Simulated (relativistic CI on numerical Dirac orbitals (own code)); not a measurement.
# Calculated levels, Sr⁶⁺

Calculated at this level of theory: Dirac-Coulomb-Breit CI, orbitals from a KLI potential per configuration, model QED (radiative potential, 1s self-energy scaled to tabulated hydrogen-like ionisation energies), valence Slater integrals scaled by 0.9, configuration energies shifted to the measured levels that pair with them (semi-empirical) (own radial code, finite nucleus).

Configurations in the expansion (outside the closed core [Ar] 3d10): 4s²4p², 4s4p³, 4s²4p4d, 4p⁴, 4s²4d², 4s4p²4d, 4s²4p4f, 4s²4p5s, 4s4p²4f, 4p²4d², 4s²4p5p, 4s²4f², 4p³4d, 4s²4p5d, 4s4p4d², 4s4p²5s, 4s²4p6s, 4s²4d4f, 4s²4p6p, 4p²4f², 4s²4p5f, 4s4p²5p, 4s²4p5g, 4s²4p6d, 4p³4f, 4s²4d5s, 4s4p5s², 4s²4p6f, 4s4p²5d, 4s4p4d4f. Levels of other configurations are missing.

The lowest level is 4s²4p² ³P0, with 92 % of that term; Hund's rules for 4s²4p² give ³P with J = 0, in agreement.

| No. | Configuration | Term | J | E (eV) | % | jj configuration (%) |
| --- | --- | --- | --- | --- | --- | --- |
| 1 | 4s²4p² | ³P | 0 | 0.0000 | 92 | 4p1/2^2 (84) |
| 2 | 4s²4p² | ³P | 1 | 0.8288 | 97 | 4p1/2 4p3/2 (97) |
| 3 | 4s²4p² | ³P | 2 | 1.5264 | 82 | 4p1/2 4p3/2 (71) |
| 4 | 4s²4p² | ¹D | 2 | 3.4721 | 82 | 4p3/2^2 (70) |
| 5 | 4s²4p² | ¹S | 0 | 6.3258 | 91 | 4p3/2^2 (83) |
| 6 | 4s4p³(4S°) | ⁵S° | 2 | 15.9133 | 98 | 4s 4p1/2 4p3/2^2 (52) |
| 7 | 4s4p³(2D°) | ³D° | 1 | 20.8083 | 85 | 4s 4p3/2 (41) |
| 8 | 4s4p³(2D°) | ³D° | 2 | 20.8265 | 83 | 4s 4p1/2 4p3/2^2 (59) |
| 9 | 4s4p³(2D°) | ³D° | 3 | 21.1249 | 91 | 4s 4p1/2 4p3/2^2 (91) |
| 10 | 4s4p³(2P°) | ³P° | 0 | 23.5660 | 92 | 4s 4p1/2 4p3/2^2 (92) |
| 11 | 4s4p³(2P°) | ³P° | 1 | 23.6659 | 86 | 4s 4p1/2 4p3/2^2 (63) |
| 12 | 4s4p³(2P°) | ³P° | 2 | 23.7930 | 78 | 4s 4p3/2^3 (52) |
| 13 | 4s4p³(2D°) | ¹D° | 2 | 26.5915 | 64 | 4s 4p1/2 4p3/2^2 (48) |
| 14 | 4s4p³(4S°) | ³S° | 1 | 29.2909 | 70 | 4s 4p1/2 4p3/2^2 (55) |
| 15 | 4s4p³(2P°) | ¹P° | 1 | 31.0331 | 64 | 4s 4p3/2^3 (57) |
| 16 | 4s²4p4d‡ | ³F° | 2 | 31.8419 | 95 | 4p1/2 4d3/2 (79) |
| 17 | 4s²4p4d‡ | ³F° | 3 | 32.4064 | 96 | 4p1/2 4d5/2 (55) |
| 18 | 4s²4p4d‡ | ³F° | 4 | 33.2653 | 97 | 4p3/2 4d5/2 (97) |
| 19 | 4s²4p4d‡ | ³P° | 2 | 35.0234 | 42 | 4p1/2 4d5/2 (69) |
| 20 | 4s²4p4d‡ | ³P° | 1 | 35.6860 | 50 | 4p1/2 4d3/2 (66) |
| 21 | 4s²4p4d‡ | ¹D° | 2 | 36.0743 | 37 | 4p3/2 4d5/2 (45) |
| 22 | 4s²4p4d‡ | ³P° | 0 | 36.3271 | 91 | 4p3/2 4d3/2 (91) |
| 23 | 4s²4p4d‡ | ³D° | 1 | 36.6653 | 49 | 4p3/2 4d3/2 (78) |
| 24 | 4s²4p4d‡ | ³D° | 3 | 36.8808 | 87 | 4p3/2 4d5/2 (53) |
| 25 | 4s²4p4d‡ | ³D° | 2 | 36.8992 | 67 | 4p3/2 4d3/2 (50) |
| 26 | 4s²4p4d‡ | ¹F° | 3 | 39.5657 | 94 | 4p3/2 4d3/2 (38) |
| 27 | 4s²4p4d‡ | ¹P° | 1 | 40.1074 | 85 | 4p3/2 4d5/2 (65) |
| 28 | 4p⁴‡ | ³P | 2 | 43.8207 | 58 | 4p3/2^2 (65) |
| 29 | 4p⁴‡ | ³P | 1 | 44.9349 | 66 | 4p1/2 4p3/2^3 (66) |
| 30 | 4p⁴‡ | ³P | 0 | 45.0838 | 62 | 4p3/2^2 (39) |
| 31 | 4p⁴‡ | ¹D | 2 | 45.6860 | 61 | 4p1/2 4p3/2^3 (65) |
| 32 | 4s4p²(3P)<4P>4d‡ | ⁵F | 1 | 46.9183 | 96 | 4s 4p1/2^2 4d3/2 (44) |
| 33 | 4s4p²(3P)<4P>4d‡ | ⁵F | 2 | 47.0912 | 92 | 4s 4p1/2 4p3/2 4d3/2 (42) |
| 34 | 4s4p²(3P)<4P>4d‡ | ⁵F | 3 | 47.3774 | 88 | 4s 4p1/2 4p3/2 4d3/2 (41) |
| 35 | 4s4p²(3P)<4P>4d‡ | ⁵F | 4 | 47.8097 | 89 | 4s 4p1/2 4p3/2 4d5/2 (71) |
| 36 | 4s²4p5s‡ | ³P° | 0 | 47.8871 | 99 | 4p1/2 5s (99) |
| 37 | 4s²4p5s‡ | ³P° | 1 | 48.0668 | 81 | 4p1/2 5s (96) |
| 38 | 4s4p²(3P)<4P>4d‡ | ⁵D | 0 | 48.2467 | 98 | 4s 4p1/2 4p3/2 4d3/2 (83) |
| 39 | 4s4p²(3P)<4P>4d‡ | ⁵D | 1 | 48.3096 | 95 | 4s 4p1/2 4p3/2 4d3/2 (66) |
| 40 | 4s4p²(3P)<4P>4d‡ | ⁵F | 5 | 48.3870 | 98 | 4s 4p3/2^2 4d5/2 (55) |
| 41 | 4s4p²(3P)<4P>4d‡ | ⁵D | 2 | 48.4166 | 89 | 4s 4p1/2 4p3/2 4d3/2 (43) |
| 42 | 4s4p²(3P)<4P>4d‡ | ⁵D | 3 | 48.5721 | 82 | 4s 4p1/2 4p3/2 4d3/2 (28) |
| 43 | 4s4p²(3P)<4P>4d‡ | ⁵D | 4 | 48.8233 | 82 | 4s 4p1/2 4p3/2 4d5/2 (48) |
| 44 | 4s²4p5s‡ | ³P° | 2 | 49.4955 | 99 | 4p3/2 5s (99) |
| 45 | 4s²4p5s‡ | ¹P° | 1 | 50.0256 | 81 | 4p3/2 5s (96) |

Energies count from the lowest computed level; ° marks odd parity. Percentages are summed over parent terms; the parents shown are those of the largest component, closed shells are left out there, and <> holds an intermediate term. Filled j subshells are mostly left out of the jj labels. ‡ marks configurations that were not tied to measured data.

The mean weight of the leading LS term, summed over parents, in these 45 levels is 81 %, and that of the leading jj configuration (from the same eigenvectors) 65 %, so LS coupling describes them better.

Configurations whose levels could be paired with our table of measured levels were shifted onto them, all but the ground configuration, by the median error of their levels; single terms can still be off by 1,000 to 2,000 cm⁻¹ or more, and rates follow the energies as ν³ (E1, M1) or ν⁵ (E2). The others borrow a shift and can be off by several thousand cm⁻¹ or more. 13 of the 13 excited levels that our extract of the measured tables holds in this range could be paired (the sources list more); they are missed by 771 cm⁻¹ on average and 3377 at most, after the shifts were fitted to these levels, and levels without a partner can miss by more.

Landé's interval rule says that E(J) − E(J−1) = AJ with one A. For the ground term the intervals give A = 6684.8, 2813.2 cm⁻¹ for J = 1, 2; the multiplet is regular.

LS names give the leading component of a level, which can be under half, so a name can repeat, a term be missing and a line seem to break the LS rules.
